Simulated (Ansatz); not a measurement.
GeH2Me(vinyl) (C₃H₈Ge). Charge 0, multiplicity 1. Geometry r2SCAN-D4/def2-SVP, basis def2-TZVP, Ansatz.

| run | HOMO (eV) | LUMO (eV) |
| --- | --- | --- |
| A | -7.72 | -0.27 |
| B | -6.54 | -1.19 |
| C | -6.82 | -1.06 |
| D | -7.24 | -0.69 |
| E | -7.87 | -0.15 |
| F | -10.11 | 3.28 |

Question: The runs used HF, PBE0, r2SCAN, r2SCAN0, r2SCANh, revPBE. Estimate which is which.

Answer: A PBE0 (25 % exact exchange); B revPBE (0 % exact exchange); C r2SCAN (0 % exact exchange); D r2SCANh (10 % exact exchange); E r2SCAN0 (25 % exact exchange); F HF (100 % exact exchange). Exact exchange lowers occupied and raises empty levels; among semilocal functionals meta-GGAs tend to open the gap a little, and such runs are hard to tell apart. The gap grows from 5.36 eV (revPBE) to 13.39 eV (HF).
